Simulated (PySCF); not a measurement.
A structure optimised at PBE-D3(BJ)/def2-SVP, used in a PySCF frequency run:

```xyz
10

C     -2.7793     0.4985     0.1345
C     -1.7267    -0.5412    -0.1428
C     -0.4608    -0.2975    -0.4290
C      0.7968    -0.0479    -0.7252
Cl     2.0652     0.0914     0.4822
H     -2.3704     1.5243     0.0706
H     -3.6202     0.4063    -0.5854
H     -3.2118     0.3533     1.1473
H     -2.0516    -1.6002    -0.1003
H      1.1645     0.0917    -1.7548
```
Charge 0, spin multiplicity 1.

**Question.** Write its SMILES and formula.

**Answer.** CC=C=CCl, C₄H₅Cl

**Question.** What are its rotational constants (standard atomic weights)?

**Answer.** 15.326, 1.5083, 1.4521 GHz
